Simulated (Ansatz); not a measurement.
HgF4, SMILES [F][Hg]([F])([F])[F].

Coordinates come from a B3LYP-D3(BJ)/def2-SVP optimisation. The def2 effective core potentials stand for the cores of Hg; spin–orbit coupling is left out.

Two levels are set side by side: PBE/def2-SVPD (Ansatz, an electronic-structure program) and PBE0/def2-SVPD (Ansatz). Energy differences of separate SCF runs at the same geometry; the states with an electron removed or added have multiplicity 2 and 2. Differences are taken from unrounded values.

```csv
quantity,PBE
vertical ionisation energy (eV),13.33
vertical electron affinity (eV),4.21
vertical singlet–triplet gap (eV),1.96
```

Question: These are the PBE values. What does PBE0 give? (The exact figures need the calculation; the answer reports its results.)

Answer: 
```
quantity                            PBE0  PBE minus PBE0
---------------------------------  -----  --------------
vertical ionisation energy (eV)    14.50           -1.16
vertical electron affinity (eV)     4.83           -0.61
vertical singlet–triplet gap (eV)   2.35           -0.39
```
